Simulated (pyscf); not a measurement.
**`[F][CH2][Si]([F])([F])[F]`, singlet**

Gas-phase minimum from PySCF at ωB97X-D3(BJ)/def2-SVP, one conformer. 

```xyz
8

F     -0.0871     1.2546    -0.2787
C     -0.5985     0.3449     0.6290
Si     0.6614    -0.9927     0.9483
F      0.0510    -2.0442     1.9969
F      1.0412    -1.7874    -0.3904
F      2.0142    -0.3984     1.5681
H     -0.8539     0.8638     1.5702
H     -1.5319    -0.0917     0.2311
```

Bond lengths (Å): F1–C2 1.383, C2–Si3 1.865, C2–H7 1.105, C2–H8 1.105, Si3–F4 1.606, Si3–F5 1.602, Si3–F6 1.602. Bond angles (°): F1–C2–Si3 109.5, F1–C2–H7 109.6, F1–C2–H8 109.6, Si3–C2–H7 110.3, Si3–C2–H8 110.4, H7–C2–H8 107.3, C2–Si3–F4 108.9, C2–Si3–F5 111.9, C2–Si3–F6 111.7, F4–Si3–F5 108.1, F4–Si3–F6 108.1, F5–Si3–F6 107.9.

Properties at ωB97X-D3(BJ)/def2-SVP:

| Quantity | Value |
|---|---|
| Harmonic wavenumbers, unscaled | 59, 121, 197, 262, 308, 336, 416, 691, 779, 896, 999, 1009, 1115, 1249, 1349, 1460, 3074, 3135 cm⁻¹ |
| Zero-point energy | 25.0 kcal/mol |
| Rotational symmetry number | 1 |
| Entropy of this conformer at 298 K and 1 atm, rigid rotor and harmonic oscillator, modes under 100 cm⁻¹ raised to 100 | 345.3 J/(mol K) |
| Dipole moment | 2.09 D |

Single-point totals, which compare only within one level:

```tsv
level	total energy (hartree)
ωB97X-D3(BJ)/def2-TZVP	-728.64449
PBE/def2-TZVP	-728.00474
r²SCAN/def2-TZVP	-728.37624
B3LYP-D3(BJ)/def2-TZVP	-728.61513
PBE0-D3(BJ)/def2-TZVP	-728.03861
M06-2X/def2-TZVP	-728.41847
ωB97M-D3(BJ)/def2-TZVP	-728.70573
```

Soft torsions are taken as harmonic, which can shift the entropy by several J/(mol K).
